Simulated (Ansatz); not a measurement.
Basis-set extrapolation for C₂H₂BCl₂F₃O, SMILES `FC(F)(F)COB(Cl)Cl` (PBE0-D4/def2-TZVP geometry, frozen core, the Gaussian-basis code of Ansatz). Multiplicity 1, RHF reference.

```json
{"": "HF", "def2-TZVPP": "-1394.143060", "def2-QZVPP": "-1394.188795"}
{"": "MP2 correlation", "def2-TZVPP": "-1.763993", "def2-QZVPP": "-1.921893"}
{"": "CCSD(T) correlation", "def2-TZVPP": "-1.874102", "def2-QZVPP": "not run"}
```

Energies in hartree. Use E(X) = E(∞) + A·exp(−7.88·√X) for Hartree–Fock and E(X) = E(∞) + B·X^(−2.97) for correlation, with X = 3 and 4, and add CCSD(T) minus MP2 of the smaller set to the MP2 limit.

**Question.** What is the CCSD(T) energy at the basis-set limit?

**Answer.** HF limit: -1394.188795 + (-0.045735) × 0.13774 = -1394.19509. MP2 limit: -1.921893 + (-0.157900) × 0.74074 = -2.03886. Higher-order term: -1.874102 − (-1.763993) = -0.11011. Total: -1396.34406 hartree, 205.1 kcal/mol below CCSD(T)/def2-TZVPP.
